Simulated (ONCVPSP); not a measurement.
# P (Z = 15): excitation energies, all-electron against ONCV

* Element: P (Z = 15)
* Generator: ONCVPSP 4.0.1
* Type: optimised norm-conserving Vanderbilt (ONCV)
* Functional: PW91
* Relativity: non-relativistic
* Frozen core: [Ne]
* Valence charge: 5
* Reference configuration: 3s2 3p3
* Partial waves: 3s: rc 1.20 bohr, ncon 3, nbas 7, qcut 7 1/bohr, 1 projector; 3p: rc 1.30 bohr, ncon 3, nbas 6, qcut 5.5 1/bohr, 2 projectors, debl 0.7 Ha
* Local potential: polynomial inside 1.00 bohr (lpopt 5, dvloc0 0 Ha)
* Core correction: polynomial model core, fcfact 0.25

Energies are relative to the spin-unpolarised reference configuration 3s2 3p3; without spin polarisation the order of configurations can differ from experiment.

| valence configuration | charge | ΔE all-electron (eV) | error AE − PS (meV) |
| --- | --- | --- | --- |
| 3s2 3p2 | +1 | 9.788 | +2.1 |
| 3s2 3p2.5 | +0.5 | 3.802 | -0.1 |

**Question.** What are ΔE and the potential's error for 3s2 3p0?

**Answer.** ΔE = 58.839 eV all-electron; the error (AE − PS) is +124 meV.

**Question.** What are ΔE and the potential's error for 3s2 3p1?

**Answer.** ΔE = 29.007 eV all-electron; the error (AE − PS) is +27 meV.

Levels in the configuration 3s2 3p0:

| level | all-electron (eV) | pseudo (eV) |
| --- | --- | --- |
| 3s | -45.594 | -45.456 |

Note: no bound ghost flagged; GHOST(+) flagged for s at 21.9 eV.
